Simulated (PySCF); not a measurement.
Compound: C8H11NSi.
Cartesian coordinates in Å at the GFN2-xTB level; atoms count from 1:
```xyz
21
C8H11NSi angstrom
N      1.2840    1.7474    1.1029
C      1.1937    0.7902    0.4756
C      1.1927   -0.3934   -0.3010
C     -0.0392   -1.0643   -0.6740
C     -1.3106   -0.7312   -0.4160
C     -1.8253    0.4210    0.3188
C     -3.1555    1.0029   -0.1005
C     -3.0603    0.2360    1.1717
C      2.4049   -0.8666   -0.6693
Si     4.0536   -0.0724   -0.2275
H      0.1351   -1.9680   -1.2467
H     -2.0795   -1.3947   -0.7959
H     -1.0884    1.1188    0.6870
H     -3.2677    2.0747   -0.0558
H     -3.6629    0.5444   -0.9361
H     -3.5032   -0.7479    1.2104
H     -3.1019    0.7715    2.1071
H      2.4124   -1.7734   -1.2630
H      4.2357   -0.1052    1.2233
H      5.0864   -0.8748   -0.8871
H      4.0869    1.3021   -0.7243
```

Computed at PBE0/pcSseg-1 (PySCF, non-relativistic), with Q(14N) = 0.02044 b: N1, 14N (I = 1): χzz = -4.624 MHz, η = 0.012.

Task: Where would the pure quadrupole (NQR) lines of 14N at N1 fall for the rigid, isolated species?

Result: From ν± = (3/4)|χ|(1 ± η/3) and ν0 = |χ|η/2: ν+ 3.482 MHz, ν− 3.454 MHz, ν0 0.028 MHz (nitrile nitrogen).

In a crystal, neighbours and librations shift these lines. GFN2-xTB bond lengths can be off by several hundredths of an ångström, more for odd bonds, and the gradients follow them. The small basis limits the accuracy of the gradients.

One conformer stands for the species.
